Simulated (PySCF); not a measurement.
**Vibration and rotation of SiSe⁺**

B3LYP constants of SiSe⁺, ²Π (doublet), unpaired electrons π ↑ (basis Si 6-31G(d,p), Se 6-31G(d,p); no relativity; PySCF 2.14; masses 27.9769 and 79.9165 u):

| Quantity | Value |
| --- | --- |
| ωe | 452.6 cm⁻¹ |
| ωexe | 1.42 cm⁻¹ |
| Be | 0.16325 cm⁻¹ |
| αe | 0.000735 cm⁻¹ |
| De to Si⁺ + Se | 3.64 eV |

Task: What force constant and bond length do these constants imply?

Result: Reduced mass μred = 20.722 u; k = 5.8918×10⁻⁷·μred·ωe² (u, cm⁻¹, mdyn/Å) = 2.50 mdyn/Å; Re = √(16.8576/(μred·Be)) (u, cm⁻¹, Å) = 2.232 Å.

Task: Estimate the centrifugal constant D from the Kratzer relation and find the Dunham coefficient a1.

Result: D = 4Be³/ωe² = 8.5e-08 cm⁻¹; a1 = −1 − αeωe/(6Be²) = -3.08.

Spin–orbit coupling is left out. For an ion De counts to the pair picked by the measured ionisation energies or electron affinities, which need not be the lowest pair at this level. The state is the lowest determinant that a PBE0 search found; another state may lie lower at other levels.
